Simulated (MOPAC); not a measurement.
Job for MOPAC: PM7 on AlC+, 2S+1 = 3, a spin state set in the input, which need not be the lowest, a point of a bond scan (R = 1.889 Å). Charge +1.

```
PM7 1SCF PRECISE CHARGE=1 UHF MS=1 THREADS=1
CAl

C      0.00000000 1     0.00000000 1     0.00000000 1
Al     0.00000000 1     0.00000000 1     1.88938700 1
```

Output:

```
*******************************************************************************
 **                                                                           **
 **                              MOPAC v23.2.5                                **
 **                                                                           **
 *******************************************************************************
 ** MOPAC's Digital Object Identifier: https://doi.org/10.5281/zenodo.6511958 **
 **                                                                           **
 ** Please cite the open-source release paper for use of this MOPAC version:  **
 ** J. E. Moussa and J. J. P. Stewart (2026)                                  **
 ** MOPAC: An open-source semiempirical molecular orbital program             **
 ** J. Open Source Softw., 11(119), 8025, https://doi.org/10.21105/joss.08025 **
 *******************************************************************************

                              PM7 CALCULATION RESULTS

 *******************************************************************************
 *  PM7        - The PM7 Hamiltonian to be used
 *  UHF        - UNRESTRICTED HARTREE-FOCK CALCULATION
 *
 *
 *
 *                 CHARGE ON SYSTEM = +1
 *
 *
 *
 *  MS=        - IN MECI, MAGNETIC COMPONENT OF SPIN =  1.0
 *  PRECISE    - TIGHTER CRITERIA TO BE USED
 *  1SCF       - DO 1 SCF AND THEN STOP
 *  THREADS=1  - MULTI-THREADING NOT USED
 *  T=         - A TIME OF 172800.0 SECONDS REQUESTED
 *  DUMP=N     - RESTART FILE WRITTEN EVERY 7200.0 SECONDS REQUESTED
 *******************************************************************************
PM7 1SCF PRECISE CHARGE=1 UHF MS=1 THREADS=1
 CAl

   ATOM   CHEMICAL          X               Y               Z
  NUMBER   SYMBOL      (ANGSTROMS)     (ANGSTROMS)     (ANGSTROMS)

     1       C          0.00000000  *   0.00000000  *   0.00000000  *
     2      Al          0.00000000  *   0.00000000  *   1.88938700  *



          CARTESIAN COORDINATES

    NO.       ATOM           X           Y           Z

     1         C          0.0000      0.0000      0.0000
     2        Al          0.0000      0.0000      1.8894

 General Reference for PM7:
 "Optimization of Parameters for Semiempirical Methods VI: More Modifications to the
 NDDO Approximations and Re-optimization of Parameters", J. J. P. Stewart, J. Mol. Mod., 1:32, 19 (2013)
 https://link.springer.com/article/10.1007/s00894-012-1667-x

           Empirical Formula: C Al  =     2 atoms



      MOLECULAR POINT GROUP   :   C*v


          UHF CALCULATION, NO. OF ALPHA ELECTRONS =    4
                           NO. OF BETA  ELECTRONS =    2

 -------------------------------------------------------------------------------
 PM7 1SCF PRECISE CHARGE=1 UHF MS=1 THREADS=1
 CAl



     1SCF WAS SPECIFIED, SO BFGS WAS NOT USED
     SCF FIELD WAS ACHIEVED


                              PM7 CALCULATION
                                                       MOPAC v23.2.5 Linux




          FINAL HEAT OF FORMATION =        414.87295 KCAL/MOL =    1735.82843 KJ/MOL


          COSMO AREA              =         88.61 SQUARE ANGSTROMS
          COSMO VOLUME            =         75.11 CUBIC ANGSTROMS

          IONIZATION POTENTIAL    =         17.173458 EV
          ALPHA SOMO LUMO (EV)    =        -17.173 -8.341
          BETA  SOMO LUMO (EV)    =        -17.919 -7.338
          NO. OF ALPHA ELECTRONS  =          4
          NO. OF BETA  ELECTRONS  =          2
          MOLECULAR WEIGHT        =         38.9925         POINT GROUP:  C*v

          MOLECULAR DIMENSIONS (Angstroms)

            Atom       Atom       Distance
           Al     2    C     1     1.88939
           Al     2    C     1     0.00000
            C     1   Al     2     0.00000


          SCF CALCULATIONS        =          1





   ATOM   CHEMICAL          X               Y               Z
  NUMBER   SYMBOL      (ANGSTROMS)     (ANGSTROMS)     (ANGSTROMS)

     1       C          0.00000000  *   0.00000000  *   0.00000000  *
     2      Al          0.00000000  *   0.00000000  *   1.88938700  *

                             CARTESIAN COORDINATES

   1    C        0.000000000     0.000000000     0.000000000
   2   Al        0.000000000     0.000000000     1.889387000


           Empirical Formula: C Al  =     2 atoms



      MOLECULAR POINT GROUP   :   C*v


          ALPHA EIGENVALUES
 -28.47737 -18.08869 -17.17346 -17.17346  -8.34126  -5.51497  -5.51497  -4.71052
  12.15547  12.15547  12.22232  12.22232  13.73170


           BETA EIGENVALUES
 -27.06318 -17.91879  -7.33762  -7.17847  -7.17847  -4.82614  -4.82614  -4.55759
  12.40293  12.40293  13.21155  13.21155  13.84917


              NET ATOMIC CHARGES AND DIPOLE CONTRIBUTIONS

  ATOM NO.   TYPE          CHARGE      No. of ELECS.   s-Pop       p-Pop       d-Pop
    1          C           0.552289        3.4477     1.60855     1.83916
    2         Al           0.447711        2.5523     1.99757     0.34654     0.20817
 DIPOLE           X         Y         Z       TOTAL
 POINT-CHG.     0.000     0.000    -2.217     2.217
 HYBRID         0.000     0.000     0.072     0.072
 SUM            0.000     0.000    -2.145     2.145


          ATOMIC ORBITAL ELECTRON POPULATIONS

     Atom    s        px        py        pz      x^2-y^2     xz        z^2       yz        xy
    1  C   1.60855   0.88986   0.88986   0.05945
    2 Al   1.99757   0.06627   0.06627   0.21400   0.00000   0.04387   0.12043   0.04387   0.00000


                    (SZ)    =    1.000000
                    (S**2)  =    2.004322


          ATOMIC ORBITAL SPIN POPULATIONS

    Atom   Total    s     px     py     pz   x^2-y^2  xz     z^2    yz     xy
         Atomic
    1  C  1.8007  0.027  0.890  0.890 -0.006
    2 Al  0.1993  0.001  0.066  0.066 -0.016 -0.000  0.044 -0.006  0.044  0.000

 **********************
 *                    *
 * JOB ENDED NORMALLY *
 *                    *
 **********************




 == MOPAC DONE ==
```

The run finished.

Cost: about 0.020 core-seconds (a rough figure).
